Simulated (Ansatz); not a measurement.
Stepwise reaction of `[CH3][Zr]([NH2])([F])[F]` with water, as a gas-phase model of exchange steps in deposition or etching. ΔE in kJ/mol; ΔG adds harmonic PBE0-D4 terms to CCSD(T)/CBS, at 1 bar.

Program: Ansatz. Geometries: PBE0-D4/def2-TZVP. ΔE: electronic, gas phase. CCSD(T)/CBS is the MP2 limit (def2-TZVPP, def2-QZVPP) plus CCSD(T) − MP2 in def2-TZVPP, frozen cores. This one scheme is used for every species. DFT in def2-TZVPP. B3LYP here is the variant with VWN-RPA as its local correlation; programs differ in this. def2 core potentials past Kr. For Zr outer-core shells are correlated without core-valence functions, which leaves a few kJ/mol of doubt a bond. One conformer a species, not always the lowest.

| step | reaction | PBE-D4 | B3LYP-D4 | ωB97M-V | CCSD(T)/CBS | ΔG(600 K) |
| --- | --- | --- | --- | --- | --- | --- |
| 1 | `[CH3][Zr]([NH2])([F])[F]` + H₂O → `[CH3][Zr]([NH2])([OH])[F]` + H–F | 54.3 | 51.9 | 51.5 | 46.0 | 44.0 |
| 2 | `[CH3][Zr]([NH2])([OH])[F]` + H₂O → `[CH3][Zr]([NH2])([OH])[OH]` + H–F | 57.4 | 55.1 | 54.7 | 48.9 | 45.4 |

Task: By hand: ΔE of the 2 steps together at CCSD(T)/CBS.

Result: (46.0) + (48.9) = 94.9 kJ/mol, or 47.5 kJ/mol a step.

In ΔE the steps differ by no more than 2.9 kJ/mol. All are uphill at CCSD(T)/CBS. ΔG lies between 44.0 and 45.4 kJ/mol a step. PBE-D4 differs from CCSD(T)/CBS by 8.3 to 8.5 kJ/mol a step. Isolated molecules leave out the surface, adducts and barriers. Largest T1 diagnostic: 0.016.
